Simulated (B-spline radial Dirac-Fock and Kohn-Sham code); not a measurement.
## Satellites and hypersatellites of the K lines of Sb²³⁺

System: Sb²³⁺, [Ar] 3d10.

Input file task.json (cfg lists n, l and occupation; rrms is the nuclear radius in fm):

```json
{"items": [{
  "Z": 51,
  "q": 23,
  "cfg": [[1, 0, 2], [2, 0, 2], [2, 1, 6], [3, 0, 2], [3, 1, 6], [3, 2, 10]],
  "A": 121,
  "rrms": 4.6802,
  "do": ["binding", "quiet", "double"]
}]}
```

Launch: `python xray_run.py task.json out`

The computed values come from a radial atomic solver: multi-electron Dirac-Fock with separately optimised hole states, Breit and Lamb-shift corrections added in first order. Each two-hole energy is an average over J within one jj subconfiguration, not an observable level; in light atoms, where LS coupling holds, the j-resolved values are not observed lines, and for a K spectator the Kα1 hypersatellite is nearly forbidden. Electron correlation is not included.

Lines without a spectator: Kα2 (K-L2) 26126.7 eV, Kα1 (K-L3) 26376.3 eV, Kβ3 (K-M2) 29740.4 eV, Kβ1 (K-M3) 29789.4 eV. Shifts in eV with one spectator hole (a dash: not computed, or left out as unreliable):

| spectator hole | Kα2 | Kα1 | Kβ3 | Kβ1 |
| --- | --- | --- | --- | --- |
| L2 (2p1/2) | +67.4 | +85.0 | – | +180.9 |
| L3 (2p3/2) | +65.2 | +65.7 | +159.5 | – |
| M2 (3p1/2) | – | +11.81 | +28.10 | +33.0 |
| M3 (3p3/2) | +8.93 | – | +28.60 | +28.20 |
| M4 (3d3/2) | +3.06 | +0.31 | – | – |
| M5 (3d5/2) | -0.36 | +1.89 | – | – |

Question: Where does the K-L3 hypersatellite lie, emitted when both K electrons are missing?

Answer: +612.3 eV from the normal line, at 26988.6 eV. Removing both K electrons costs 63336.6 eV, which is 860.3 eV more than twice the K binding energy.

With n spectator holes in 2p, averaged over the 2p shell (energies in eV):

```
n     KαLⁿ   step  hypersatellite KαʰLⁿ
0  26293.0      –               26898.7
1  26363.9  +70.9               26971.1
2  26436.2  +72.3               27045.0
3  26509.8  +73.7               27120.2
4  26584.9  +75.1               27196.8
5  26661.3  +76.5               27274.8
```
